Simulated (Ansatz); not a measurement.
Consider the ligand exchange at the Si–S bond: `C#CS[SiH3]` + `[CH3][AlH][OH]` → `[CH3][AlH][O][SiH3]` + `C#CS`.

Computed with Ansatz on PBE0-D4/def2-TZVP structures; ΔE is electronic, products minus reactants. CBS: MP2 limit from def2 TZ/QZ plus the TZ coupled-cluster correction, frozen cores. This one scheme is used for every species. DFT in def2-TZVPP. B3LYP here is the variant with VWN-RPA as its local correlation; programs differ in this. Each species was taken in one conformer, which may not be the lowest.

`C#CS[SiH3]`:

Cartesian coordinates in Å:
```
C 1.252 -1.382 -1.406
C 0.327 -1.253 -0.645
S -0.974 -1.114 0.410
Si -0.698 0.977 0.848
H 2.069 -1.499 -2.078
H 0.630 1.190 1.469
H -0.820 1.772 -0.397
H -1.788 1.309 1.798
```

`[CH3][AlH][OH]`:

```xyz
8

C     0.850   -0.885   -0.317
Al   -0.432    0.562   -0.154
O    -1.118    0.839    1.378
H     0.486   -1.656   -1.004
H     1.052   -1.361    0.646
H     1.800   -0.528   -0.727
H    -0.880    1.498   -1.358
H    -1.758    1.530    1.536
```

`[CH3][AlH][O][SiH3]`:

```xyz
11

C    -0.676    1.660    1.290
Al   -0.057    1.142   -0.476
O     0.314   -0.474   -0.793
Si    0.617   -2.066   -0.814
H    -0.375    0.947    2.062
H    -1.770    1.716    1.309
H    -0.308    2.651    1.573
H     0.114    2.149   -1.684
H    -0.445   -2.779   -1.574
H     0.657   -2.616    0.569
H     1.930   -2.331   -1.463
```

`C#CS`:

```xyz
5

C    -0.639    0.064   -1.073
C    -0.193    0.075    0.045
S     0.304    0.143    1.647
H    -1.021    0.048   -2.066
H     1.548   -0.330    1.447
```

```json
{"level": "PBE", "ΔE (kcal/mol)": "-8.1"}
{"level": "B3LYP", "ΔE (kcal/mol)": "-12.8"}
{"level": "SCS-MP2/def2-TZVPP", "ΔE (kcal/mol)": "-12.7"}
{"level": "SCS-MP2/def2-QZVPP", "ΔE (kcal/mol)": "-12.5"}
```

Problem. What does CCSD(T)/CBS give? (Best estimate.)

Solution. Ansatz gave: -11.4 kcal/mol. The listed levels differ from it by 3.3, -1.4, -1.3, -1.1 kcal/mol.

Largest T1 diagnostic among the species: 0.013.

From BLYP to BHLYP (50 % exact exchange), in def2-TZVPP and without D4, ΔE moves by −2.9 kcal/mol. The D4 term adds +0.7 kcal/mol with B3LYP and +0.3 kcal/mol with PBE0; it sums over pairs of atoms, weighted by their polarisabilities, and B3LYP, whose exchange is more repulsive, gets the larger term.
